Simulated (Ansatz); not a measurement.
C2H10BNSi can be A, `CNB(C)[SiH3]`, or B, `BN(C)[SiH2]C`.

Isolated molecules relaxed with PBE0-D4/def2-TZVP in Ansatz; ΔE leaves out vibrations. CCSD(T)/CBS adds triple-zeta CCSD(T) − MP2 to the extrapolated MP2 energy (def2 sets, frozen cores). DFT in def2-TZVPP. One conformer a species, not always the lowest.

Q: Which isomer does CCSD(T)/CBS put lower? Give the gap. (An estimate is asked.)

A: The calculation gave: B, by 58.5 kJ/mol.

Q: Give E(B) − E(A) in kJ/mol with CCSD(T)/def2-TZVPP, CCSD/def2-TZVPP, LDA (SPW92), r2SCAN-D4, PBE0-D4, B2PLYP, ωB97M-V. (Estimate.)

A: Ansatz gave: CCSD(T)/def2-TZVPP -57.0, CCSD/def2-TZVPP -58.3, LDA (SPW92) -33.9, r2SCAN-D4 -49.8, PBE0-D4 -42.9, B2PLYP -57.8, ωB97M-V -59.5. None reverses the order clearly.

Q: Does the order hold for the free energy at 298.15 K (harmonic terms from PBE0-D4)? (An estimate is asked.)

A: The calculation gave: Yes: G(B) − G(A) = -57.2 kJ/mol, for one conformer each. Modes under 60 cm⁻¹, often nearly free rotors, make the harmonic entropy too high.

Largest T1 diagnostic: 0.013.

At CCSD(T), def2-SVP lies +19.8 kJ/mol from the extrapolated value and def2-TZVPP +1.5 kJ/mol. From PBE to PBE0 (25 % exact exchange), in def2-TZVPP and without D4, E(B) − E(A) moves by −6.7 kJ/mol.
